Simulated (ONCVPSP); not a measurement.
**Configuration tests for aluminium (Al) (ONCV)**

* Element: Al (Z = 13)
* Generator: ONCVPSP 4.0.1
* Type: optimised norm-conserving Vanderbilt (ONCV)
* Functional: PBE
* Relativity: scalar-relativistic
* Frozen core: [Ne]
* Valence charge: 3
* Reference configuration: 3s1 3p2
* Partial waves: 3s: rc 1.90 bohr, ncon 4, nbas 8, qcut 3.5 1/bohr, 2 projectors, debl 1.5 Ha; 3p: rc 1.80 bohr, ncon 4, nbas 7, qcut 5.2 1/bohr, 2 projectors, debl 3.6 Ha
* Local potential: polynomial inside 1.20 bohr (lpopt 5, dvloc0 0 Ha)
* Core correction: Teter function, fcfact 3.5, rcfact 1.65

Energies are relative to the spin-unpolarised reference configuration 3s1 3p2; without spin polarisation the order of configurations can differ from experiment.

```json
{"valence configuration": "3s2 3p0", "charge": "+1", "ΔE all-electron (eV)": "0.622", "error AE − PS (meV)": "-4.1"}
{"valence configuration": "3s0 3p3", "charge": "0", "ΔE all-electron (eV)": "5.311", "error AE − PS (meV)": "-4.0"}
```

(1) What are ΔE and the potential's error for 3s1 3p0?

(2) What are ΔE and the potential's error for 3s2 3p1?

Note: no bound ghost flagged; GHOST(+) flagged for s at 85.8 eV.

Answers

(1) ΔE = 19.847 eV all-electron; the error (AE − PS) is -51 meV.

(2) ΔE = -5.139 eV all-electron; the error (AE − PS) is -5.3 meV.
